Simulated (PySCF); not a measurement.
W⁺: ionisation energy

W⁺ [Xe] 4f14 5d4 6s1 (6D) → W²⁺ [Xe] 4f14 5d4 (5D), as a difference of total energies. Calculation: PySCF 2.14, in x2c-TZVPPall with one added diffuse shell each of s, p, d, f type (12s8p8d4f1g, 113 functions); scalar relativity by spin-free X2C-1e. Correlated levels: valence: [Xe] 4f14 frozen. The calculations carry no spin-orbit coupling.

```tsv
method	ionisation energy (eV)
UHF	15.039
LDA	16.704
PBE0	16.143
r2SCAN	16.501
MP2 (valence)	15.519
```

**Question.** Estimate what PBE gives.

**Answer.** 16.408 eV, closest to r2SCAN among the rows shown.

**Question.** Estimate what SCS-MP2 (valence) gives.

**Answer.** 15.215 eV, closest to UHF among the rows shown.

A first-order spin-orbit estimate (lowest level to lowest level, LS coupling) adds -0.067 eV.

Errors of the correlated levels include the incompleteness of this basis and the frozen core.

For comparison: 16.37 ± 0.15 eV (semi-empirical (NIST evaluation); NIST Atomic Spectra Database, ionization energies).
